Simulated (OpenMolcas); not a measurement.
An atom or ion with 51 electrons was computed by SS-RASPT2, IPEA 0.25 Eh, imaginary shift 0.1 Eh with spin-orbit coupling (OpenMolcas, ANO-RCC-VQZP, DKH2). The lowest levels that the run gave, each within 12 % of the measured value where one is at hand:

```json
{"J": "3/2", "Parity": "odd", "E (cm⁻¹)": "0.0", "g": "1.981"}
{"J": "3/2", "Parity": "odd", "E (cm⁻¹)": "9017", "g": "0.867"}
{"J": "5/2", "Parity": "odd", "E (cm⁻¹)": "10048", "g": "1.200"}
{"J": "1/2", "Parity": "odd", "E (cm⁻¹)": "17141", "g": "0.666"}
{"J": "3/2", "Parity": "odd", "E (cm⁻¹)": "18573", "g": "1.288"}
```

Problem. Which ion is it, and what are the configurations and terms?

Solution. neutral antimony (Z = 51, neutral; active space 5 electrons in 9 orbitals (RAS2 5s 5p; RAS3 5d, at most 2 electrons)). J, parity and g give the terms where levels are pure, and mixed ones are named by the computed weights; the size of the splittings, set against known spectra of the 51-electron sequence, gives the charge. In order, with the measured energies in cm⁻¹ (NIST Handbook of Basic Atomic Spectroscopic Data): 5s² 5p³ ⁴S°_3/2, 5s² 5p³ ²D°_3/2 (8512), 5s² 5p³ ²D°_5/2 (9854), 5s² 5p³ ²P°_1/2 (16395), 5s² 5p³ ²P°_3/2 (18464).

Some high roots are left out of the spin-orbit mixing, which shifts the levels that they would mix with. Active for correlation alone: 5d; no level in the range computed is led by a configuration that fills it, so any true level of that kind is missing. Measured partners are found by configuration, term and J. A level has none where our copy of the source lacks it or the pairing is in doubt (some pairs that miss far off the trend of their configuration count as doubtful), and it then counts in no deviation. Levels of configurations outside the active space are missing.

° marks odd parity.
